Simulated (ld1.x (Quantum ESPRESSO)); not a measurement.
# Before and after: PAW potential for Si

Si (Z = 14), PAW, made with ld1.x (Quantum ESPRESSO) 7.5 (LDA (PZ), non-relativistic). Core [Ne], reference 3s1 3p3. Waves: 3s (bound): rcut 1.30, rcutus 1.75 bohr; 3s channel at -0.55 Ry: rcut 1.30, rcutus 1.75 bohr; 3p (bound): rcut 1.90, rcutus 2.15 bohr; 3p channel at 1.7 Ry: rcut 1.90, rcutus 2.15 bohr; 3d channel at 0.05 Ry: rc 1.70 bohr. Local part: the d channel. Core correction: a·sin(br)/r model core inside 1.60 bohr. Augmentation charge: PSQ, inside the norm-conserving radii.

Change: type TM semilocal; waves now 3s (bound): rc 1.75 bohr; 3p (bound): rc 2.15 bohr; 3d channel at 0.05 Ry: rc 1.70 bohr.

Cutoffs: the cutoffs (Ry, on a coarse ladder) from which the occupation-weighted sum of valence levels, in a spherical-Bessel basis at the reference potential, stays within 10 and 1 mRy of its value at 400 Ry; they do not see the model core or the augmentation charge, which bear on the density cutoff. Errors are all-electron minus pseudo energies relative to the spin-unpolarised reference configuration.

Question: Predict the effect on cutoff, ghosts and configuration errors.

Answer: The potential gets harder (10 Ry and 15 Ry → 12 Ry and 35 Ry); of the 9 tests that both files solve, the error grows in 9 and shrinks in 0 by more than 15 % and 0.3 meV (median size 0.7 → 3.3 meV); neither file shows a bound ghost. A semilocal file is local in each channel, so a ghost entry of none says nothing of the separable form that plane-wave codes build from it. Several settings change at once here, so the effects cannot be laid on one of them.

```tsv
quantity	base	changed
cutoff, loose	10 Ry	12 Ry
cutoff, tight	15 Ry	35 Ry
loose cutoff by channel (10 mRy a level)	s 8 Ry, p 8 Ry	s 12 Ry, p 6 Ry
bound ghosts	none	none
error for 3s2 3p2, meV [ΔE -6.75 eV]	-0.4	+1.5
error for 3s2 3p1, meV [ΔE 1.09 eV]	+0.1	+0.8
error for 3s2 3p0, meV [ΔE 17.22 eV]	-6.7	+17
error for 3s1 3p2, meV [ΔE 8.44 eV]	-0.9	+3.3
error for 3s2 3p2.3, meV [ΔE -7.71 eV]	-0.6	+2.1
error for 3s1 3p0, meV [ΔE 51.29 eV]	-58	+111
error for 3s0 3p4, meV [ΔE 6.91 eV]	-0.4	+1.5
error for 3s1 3p3 (spin-polarised), meV [ΔE -3.07 eV]	-5.5	+175
error for 3s2 3p2 (spin-polarised), meV [ΔE -7.36 eV]	-0.7	+25
s: phases at 2.35 bohr within 0.05 rad from the reference energy up to (Ry; the scan ends near 5)	3.4	2.7
p: phases at 2.35 bohr within 0.05 rad from the reference energy up to (Ry; the scan ends near 5)	4.5	3.5
d: phases at 2.35 bohr within 0.05 rad from the reference energy up to (Ry; the scan ends near 5)	4.4	4.4
```
